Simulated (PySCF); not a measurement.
# Correlation energy of Zn⁴⁺ (zinc, charge +4)

Starting occupation: [Ar] 3d8, 3d3/2 with m_j = -3/2, -1/2, +1/2, +3/2, 3d5/2 with m_j = -1/2, +1/2, +3/2, +5/2. Computed with PySCF 2.14 in x2c-TZVPall-2c, with X2C-1e with screened-nucleus spin-orbit coupling, Gaussian nucleus. Frozen: [Ne]; 16 electrons correlated; the 6 highest virtual spinors left out.

MP2 pair energies summed by pair of shells (mhartree):

| pair | energy | share (%) |
| --- | --- | --- |
| 3d-3d | -172.63 | 40.8 |
| 3d-3p | -152.03 | 36.0 |
| 3p-3p | -44.92 | 10.6 |
| 3d-3s | -31.20 | 7.4 |
| 3p-3s | -19.05 | 4.5 |
| 3s-3s | -2.82 | 0.7 |

Total MP2 correlation energy: -422.66 mhartree.

The GHF reference relaxed away from the jj start to a determinant that is no pure jj level (⟨S²⟩ = 2.00, ⟨J²⟩ = 20.00); the energies belong to that determinant.

This basis was not built for core-valence correlation, so the inner-shell part is incomplete.
